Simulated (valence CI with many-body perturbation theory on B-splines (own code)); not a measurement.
Sensitivity of CI+MBPT for Pt LXV

Calculated by relativistic CI+MBPT: four valence electrons over a frozen Dirac-Fock core [Ne], a basis of 6 s, 6 p, 5 d, 3 f, 1 g functions for each j, with the one-electron correlation potential Σ1, the two-electron term Σ2, the three-electron term Σ3, Breit, model QED; selected CI, second order for the rest, scaled by the run's own slope (own B-spline code, finite nucleus).

The last digits are not significant, and no measured levels were compared; by estimate large intervals hold to a few tenths of a per cent, small ones and those within an open d or f shell to about a per cent.

The reference run has the lowest level (3s^2 3p1/2^2) J=0 and an ionisation energy of 7514.45 eV. Its largest variational space holds 9999 state functions.

Levels are named by their leading jj configuration (3d3/2^4 stands for four electrons in 3d with j = 3/2), which in mixed levels can hold well under half, so a name can repeat and another be missing.

Changed runs:
A. natural orbitals for correlation on → off; highest l with Σ1, explicit Σ2 and valence Breit (higher l get mean screening factors) 3 → 1
B. QED terms on → off
C. size limit of the variational space 10000 → 1500; second order for the rest on → off
D. scale of Σ2 1 → -1 (bad on purpose)

Excitation energies of the reference run in cm⁻¹, and shifts in cm⁻¹:

```tsv
Level	Reference	A	B	C	D
(3s^2 3p1/2 3p3/2) J=1	3633010	-1029	-3774	+619	-2641
(3s^2 3p1/2 3p3/2) J=2	3712630	-500	-3736	+1285	-2157
(3s 3p1/2^2 3p3/2) J=2	5117820	-1074	+39944	+1680	-1482
(3s 3p1/2^2 3p3/2) J=1	5350700	-611	+34004	+1350	+2466
(3s^2 3p1/2 3d3/2) J=2	5531320	+8648	+5591	+1933	+1520
(3s^2 3p1/2 3d3/2) J=1	5918450	+5969	+12391	+1495	+12694
(3s^2 3p1/2 3d5/2) J=2	6539070	+1455	+3958	+2022	+6448
(3s^2 3p1/2 3d5/2) J=3	6551110	+8652	+3209	+1273	+4463
(3s 3p1/2^2 3d3/2) J=1	7053280	+4201	+49851	+617	+3863
(3s 3p1/2^2 3d3/2) J=2	7117160	+7916	+49769	+1567	+4383
(3s^2 3p3/2^2) J=2	7408290	-1136	-6967	+933	-4757
(3s^2 3p3/2^2) J=0	7583270	+88	-7010	+35	-3753
Ionisation energy (eV)	7514.45	-0.46	+0.33	-0.00063	-0.30
```
